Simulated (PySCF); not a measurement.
# Static response to an electric field

CH₇PSSi.
Structure used (GFN2-xTB), in Å, numbered top down from 1:
```
atom  x, y, z in Å
C1    -2.2552   -0.1043    0.0773
S2    -0.8348    0.7936    0.7722
Si3    0.7500   -0.2401   -0.2289
P4     2.6864    0.4898    0.5998
H5    -2.2694    0.0085   -1.0014
H6    -2.1901   -1.1525    0.3480
H7    -3.1459    0.3382    0.5101
H8     0.6180   -1.6682    0.0670
H9     0.5540   -0.0496   -1.6714
H10    3.4240   -0.1179   -0.3994
H11    2.6686    1.7051   -0.0593
```

Level: CAM-B3LYP/def2-SVPD (PySCF), static field, nuclei fixed, core orbitals frozen in the response. The polarisability tensor in these axes (au):

```
x   113.24   3.56   2.31
y     3.56  76.59   4.75
z     2.31   4.75  76.31
```

**Question.** Give the principal values, the mean and the anisotropy Δα = √{½[(α1 − α2)² + (α2 − α3)² + (α1 − α3)²]}.

**Answer.** Principal values 71.68, 80.67 and 113.78 au; mean 88.71 au = 13.15 Å³ = 14.63 × 10⁻⁴⁰ C²·m²/J; Δα = 38.41 au (43 % of the mean).

**Question.** What is the dipole moment, and where does it point?

**Answer.** (-0.46, -0.88, -1.49) D, 1.79 D in size, pointing from the negative to the positive side. Measured along this direction, the outermost atoms are H11 and P4 at the negative end and H5 at the positive end.

**Question.** Find the Langevin capture rate constant for H3O+ (19.018 u) meeting this molecule (109.978 u), k = 2.342 × 10⁻⁹ cm³/s × √(α in Å³ / reduced mass in u).

**Answer.** The reduced mass is 16.21 u, so k = 2.11 × 10⁻⁹ cm³/s. The formula leaves out the permanent dipole, which adds to the capture rate.

**Question.** What would n − 1 = 2πNα be for an ideal gas of these molecules at 350 K and 1 atm, electronic part alone?

**Answer.** N = p/kT = 2.0968 × 10¹⁹ cm⁻³, so n − 1 = 2π × N × 13.15 × 10⁻²⁴ cm³ = 1732 × 10⁻⁶ at long wavelengths, for an ideal gas.

**Question.** Rayleigh depolarisation ratio (linearly polarised light, static tensor)?

**Answer.** ρ = 3Δα²/(45ᾱ² + 4Δα²) = 4425.7/(354122 + 5900.9) = 0.0123.

**Question.** Give the eigenvalues of the traceless quadrupole moment Θ = ½Σq(3rr − r²1), origin at the centre of nuclear charge.

**Answer.** -5.24, -2.18, 7.42 D·Å. The values depend on the origin, since the dipole doesn't vanish. The electronic extent ⟨r²⟩ about the same centre is 897 bohr², a root-mean-square distance of 2.08 Å for the 58 electrons.

The structure is a single GFN2-xTB conformer in the gas phase; no vibrational or solvent corrections.
